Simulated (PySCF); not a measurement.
**Trend along the alkali metals: MI molecules**

CCSD(T) with double-zeta basis sets in PySCF, for the lowest determinant that a PBE0 search found; no spin–orbit coupling. De refers to high-spin ground-configuration atoms.

```
 M     basis  reference, frozen orbitals  state (unpaired electrons)  Re (Å)  ωe (cm⁻¹)  De (eV)
Li  def2-SVP                      RHF, 4      singlet (closed shell)   2.412        490     3.42
 K  def2-SVP                      RHF, 9      singlet (closed shell)   3.125        178     3.12
Rb  def2-SVP                      RHF, 4      singlet (closed shell)   3.260        137     3.04
Cs  def2-SVP                      RHF, 4      singlet (closed shell)   3.433        117     3.16
```

(1) The row for M = Na is missing. Estimate Re, ωe and De as the mean of the rows for Li and K, and compare with the calculation.

Correlated steps freeze the inner cores (4 to 9 orbitals); shallow outer-core shells are correlated. Correlated levels converge slowly with the basis: in double zeta they bind strong bonds too weakly, by up to about 1 eV, and carry superposition errors of some tenths. These are scalar-relativistic numbers at best; spin–orbit coupling would shift them, the dissociation energy most. Where the molecule has an RHF reference, its open-shell atoms are computed with UHF.

Answers

(1) The means are 2.768 Å, 334 cm⁻¹ and 3.27 eV. RHF-CCSD(T) in def2-SVP gives NaI as a singlet (closed shell) with Re = 2.756 Å, ωe = 250 cm⁻¹, De = 3.06 eV, so the estimate is off by +1.2 pm, +34 % and +0.21 eV.
